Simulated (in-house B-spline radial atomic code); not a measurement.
# How G0W0 and RPA depend on the start: the molybdenum ion Mo³⁰⁺

Configuration [Ne] 3s2. Computed with an all-electron radial atomic-structure program (B-spline basis): all electrons, non-relativistic, point nucleus, each spin shell either full or empty, empty states to l = 9 with an (l + 1/2)⁻⁴ tail; G0W0 by contour deformation at full frequency.

Without relativity these are model numbers: it shifts the levels of so heavy an element strongly and can reorder them.

| start | mean-field 3s (eV) | G0W0 (eV) | QP weight | RPA correlation (Eh) |
| --- | --- | --- | --- | --- |
| Hartree-Fock | -1687.83 | ? | ? | ? |
| PBE | -1665.81 | -1694.10 | 0.973 | -0.97582 |
| LDA VWN5 | -1665.31 | ? | ? | ? |
| wB97X | -1674.24 | -1693.63 | 0.978 | -0.93417 |

What G0W0 level, weight and RPA correlation energy follow from the Hartree-Fock start?

G0W0 level -1692.85 eV, weight 0.985, RPA correlation -0.86314 hartree.

What G0W0 level, weight and RPA correlation energy follow from the LDA VWN5 start?

G0W0 level -1694.20 eV, weight 0.973, RPA correlation -0.97869 hartree.

How much of the dependence on the start does G0W0 remove?

The mean-field levels span 22.5 eV and the G0W0 levels 1.35 eV. Against 1730.1 ± 2.5 eV (NIST, semi-empirical) the G0W0 removal energies are off by -37.25 to -35.90 eV, with relativity, Breit and QED terms left out.
